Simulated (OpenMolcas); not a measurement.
d8 ions of charge +3 down a group on the Y site of Cs2NaYF6

```yaml
Program: OpenMolcas
Method: SS-CASPT2, IPEA 0.25 Eh, imaginary shift 0.1 Eh
Spin-orbit_coupling: state interaction with AMFI integrals over the reference wave functions
```

The d shell is active; CASPT2 correlates the ligand valence shells and the outer metal core. Each dopant is a cluster with its nearest anions in model potentials and point charges, with no relaxation. Distances were set from a Shannon-type radius of the metal (high-spin where two are listed) plus a fixed donor radius (F 1.31 Å), in hosts weighted 0.65 to 0.35 with the host's distance in the model lattice. Ligand basis ANO-RCC-VDZP, DKH2 Hamiltonian. States (labels of O, the rotations of Oh). Energies in cm-1 above the lowest state or level, χT in cm3 K/mol. Spin-only χT is S(S+1) / 2 for the spin of the ground state.

```
 Ion  Shell  R (Å)   Metal basis  Ground state  First state of that spin  First gap with spin-orbit (degeneracies)  χT at 300 K  First state of another spin  Spin-only χT
Ag3+    4d8  2.101  ANO-RCC-VTZP           3A2                 3T2 21360                               3600 (3, 2)        1.222                      1E 3630         1.000
Au3+    5d8  2.166  ANO-RCC-VTZP           3A2                 3T2 21620                               4600 (3, 2)        1.539                      1E 4960         1.000
```

Every ion keeps the highest spin of its shell. χT departs most from the spin-only value for Au3+, by +0.539 cm3 K/mol.

Roots that are degenerate in the reference are averaged as groups; the widest CASPT2 spread within a group is 1300 cm-1 (the 3-fold group of multiplicity 1 near 28300 cm-1 above the lowest state of its run, Au3+). Shifts and gaps below about the spread of the groups concerned are not significant. Over all roots computed the reference weight is 0.64 to 0.70 in Ag3+, 0.67 to 0.70 in Au3+; the roots of lowest weight are the least certain, and an intruder state may touch them. Real 4d8 and 5d8 ions are as a rule square planar and diamagnetic. Ligand-to-metal charge-transfer states are missing. With no ligand orbital active B as a rule stays too high, so bands that hang on it stand too high and its fall with covalency is understated. With one d shell and no ligand orbital active, 10Dq can be off by a tenth or more. The least metal-like active orbital is 75 % on the metal (Löwdin) and no ligand orbital is active, so the numbers are rough (holds for Ag3+). The least metal-like active orbital is 77 % on the metal (Löwdin) and no ligand orbital is active, so the numbers are rough (holds for Au3+). No measured value stands beside these numbers; the geometry was set by hand and not optimised.
